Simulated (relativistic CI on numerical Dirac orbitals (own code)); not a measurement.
Electric-dipole lines of Ce⁴²⁺

Method of calculation: Dirac-Coulomb-Breit CI, KLI orbitals optimised for each configuration, model QED (radiative potential, 1s self-energy scaled to tabulated hydrogen-like ionisation energies), unscaled Slater integrals (own radial code, finite nucleus).

CI space (outside the closed core [Ne]): 3s2 3p4, 3s 3p5, 3s2 3p3 3d, 3p6, 3s 3p4 3d, 3p5 3d, 3s 3p3 3d2, 3s2 3p2 3d 4p, 3p5 4s, 3s 3p3 3d 4s, 3p5 4p, 3s2 3p3 4s, 3s2 3p2 3d2, 3s2 3p 3d3, 3s 3p2 3d3, 3s2 3p 3d2 4s, 3p4 3d2, 3p3 3d3, 3p3 3d2 4s, 3s2 3p2 3d 4s, 3s 3p2 3d2 4s, 3s2 3p 3d 4s2. Double excitations out of closed p, d and f shells are left out; levels of such configurations are missing from the list, as are those of other unlisted configurations, and high levels can miss mixing partners.

```
λ vac (Å)                  Lower                   Upper   A (s⁻¹)        gf  Branching (%)
   38.719   3s2 3p3 3d 3F°_2 [5]   3s2 3p2 3d2 3D_1 [95]  9.12e+11  6.15e-01           63.7
   38.788  3s2 3p3 3d 3D°_3 [11]  3s2 3p2 3d2 3F_4 [136]  2.79e+11  5.67e-01           36.2
   39.003  3s2 3p3 3d 3D°_3 [11]  3s2 3p2 3d2 3D_2 [134]  5.26e+11  6.00e-01           61.6
   39.161  3s2 3p3 3d 3F°_4 [10]  3s2 3p2 3d2 5P_3 [120]  1.10e+12  1.76e+00           96.8
   39.255   3s2 3p3 3d 3F°_3 [8]   3s2 3p2 3d2 5D_3 [97]  1.18e+12  1.91e+00           88.8
   39.295   3s2 3p3 3d 3F°_3 [8]   3s2 3p2 3d2 5D_2 [96]  9.82e+11  1.14e+00           82.0
   39.348  3s2 3p3 3d 3G°_4 [20]  3s2 3p2 3d2 3F_4 [182]  4.31e+11  9.01e-01           37.9
   39.532   3s2 3p3 3d 3F°_2 [5]   3s2 3p2 3d2 3P_2 [92]  5.55e+11  6.50e-01           65.6
   39.638  3s2 3p3 3d 5D°_4 [23]  3s2 3p2 3d2 3F_4 [199]  3.93e+11  8.32e-01           40.6
   39.685  3s2 3p3 3d 3D°_3 [22]  3s2 3p2 3d2 3P_2 [194]  7.13e+11  8.41e-01           67.6
   39.746       3s2 3p4 3P_2 [1]   3s2 3p3 3d 3S°_1 [30]  1.01e+12  7.20e-01           99.9
   39.754   3s2 3p3 3d 3P°_2 [9]  3s2 3p2 3d2 3F_2 [113]  5.54e+11  6.56e-01           80.4
   39.926  3s2 3p3 3d 3D°_3 [11]  3s2 3p2 3d2 1F_3 [128]  6.15e+11  1.03e+00           67.3
   39.963       3s2 3p4 3P_1 [3]   3s2 3p3 3d 3D°_2 [57]  2.70e+11  3.23e-01           48.9
   40.075       3s2 3p4 3P_2 [1]   3s2 3p3 3d 3P°_2 [28]  9.67e+11  1.16e+00           99.1
   40.177  3s2 3p3 3d 3F°_4 [10]  3s2 3p2 3d2 5D_4 [108]  8.87e+11  1.93e+00           95.2
   40.246       3s2 3p4 1S_0 [2]   3s2 3p3 3d 1P°_1 [31]  8.78e+11  6.40e-01           82.3
   40.337       3s2 3p4 3P_1 [3]   3s2 3p3 3d 3P°_1 [53]  6.00e+11  4.39e-01           59.5
   40.376       3s2 3p4 3P_2 [1]   3s2 3p3 3d 3D°_3 [27]  7.81e+11  1.34e+00           99.9
   40.396   3s2 3p3 3d 3P°_2 [9]  3s2 3p2 3d2 3D_3 [105]  3.01e+11  5.15e-01           78.2
   40.664       3s2 3p4 3P_1 [3]   3s2 3p3 3d 3P°_0 [51]  1.21e+12  3.00e-01          100.0
   40.973       3s2 3p4 1D_2 [4]   3s2 3p3 3d 3D°_2 [57]  2.81e+11  3.54e-01           50.9
   41.145       3s2 3p4 1D_2 [4]   3s2 3p3 3d 1F°_3 [55]  6.82e+11  1.21e+00          100.0
   41.367       3s2 3p4 1D_2 [4]   3s2 3p3 3d 3P°_1 [53]  4.04e+11  3.11e-01           40.0
   41.455  3s2 3p3 3d 3F°_4 [26]  3s2 3p2 3d2 3G_5 [191]  4.21e+11  1.19e+00           71.3
   41.575  3s2 3p3 3d 3F°_4 [10]  3s2 3p2 3d2 5F_5 [101]  3.40e+11  9.68e-01           92.0
   42.151  3s2 3p3 3d 3G°_5 [29]  3s2 3p2 3d2 3G_5 [187]  4.29e+11  1.26e+00           67.4
   43.423   3s2 3p3 3d 3F°_2 [5]   3s2 3p2 3d2 5G_3 [75]  2.69e+11  5.33e-01           80.2
   43.590   3s2 3p3 3d 3F°_3 [8]   3s2 3p2 3d2 3H_4 [80]  2.13e+11  5.45e-01           94.3
   47.469  3s2 3p3 3d 3G°_5 [29]    3s 3p4 3d 3F_4 [163]  3.85e+11  1.17e+00           59.3
   48.665   3s2 3p3 3d 3F°_2 [5]     3s 3p4 3d 3G_3 [62]  1.44e+11  3.57e-01           44.0
   48.764       3s2 3p4 1D_2 [4]       3s 3p5 1P°_1 [41]  6.33e+11  6.76e-01           98.0
   52.242       3s2 3p4 3P_2 [1]       3s 3p5 3P°_2 [14]  1.74e+11  3.57e-01           93.1
   52.364  3s2 3p3 3d 3G°_5 [29]    3s 3p4 3d 3G_5 [143]  2.77e+11  1.25e+00           90.4
   52.524       3s2 3p4 3P_1 [3]   3s2 3p3 3d 1D°_2 [37]  2.70e+11  5.59e-01           54.0
   52.841   3s2 3p3 3d 3F°_3 [8]     3s 3p4 3d 3F_4 [50]  1.30e+11  4.91e-01           81.9
   52.890  3s2 3p3 3d 3D°_3 [11]     3s 3p4 3d 3F_4 [71]  1.43e+11  5.38e-01           56.3
   53.124      3s2 3p4 3P_0 [13]   3s2 3p3 3d 1P°_1 [78]  5.25e+11  6.66e-01           97.5
   54.282       3s2 3p4 1D_2 [4]   3s2 3p3 3d 1D°_2 [37]  2.27e+11  5.01e-01           45.3
   54.343       3s2 3p4 3P_1 [3]   3s2 3p3 3d 1P°_1 [35]  2.24e+11  2.97e-01           54.9
   55.405       3s2 3p4 3P_1 [3]   3s2 3p3 3d 3D°_2 [34]  1.30e+11  2.99e-01           57.4
   55.556  3s2 3p3 3d 3G°_4 [20]  3s2 3p2 3d2 3H_5 [109]  2.47e+11  1.26e+00           94.3
   55.873       3s2 3p4 1D_2 [4]   3s2 3p3 3d 1F°_3 [36]  2.20e+11  7.22e-01           90.4
   55.911  3s2 3p3 3d 3F°_3 [19]  3s2 3p2 3d2 3H_4 [103]  1.82e+11  7.66e-01           73.4
   56.928       3s2 3p4 3P_2 [1]   3s2 3p3 3d 3D°_3 [11]  1.63e+11  5.53e-01          100.0
```

Terms are leading LS components. Brackets give the number of a level in order of energy, since labels repeat. The list gives strong lines, with weight on those to low levels, without lines whose two gauges differ by over a factor of 2.5, among the lowest 200 of 2790 levels, so that lines to higher ones, which can be the strongest, are missing. Levels whose partners in the same complex of configurations lie outside the list can be far off, and so can their lines. Rates are taken at the computed energies, electric ones in the length gauge.

At this charge energies of transitions that change n are usually good to better than 1 %, and those within a shell (Δn = 0) to a few per cent.

LS names give the leading component of a level, which can be under half, so a name can repeat, a term be missing and a line seem to break the LS rules.
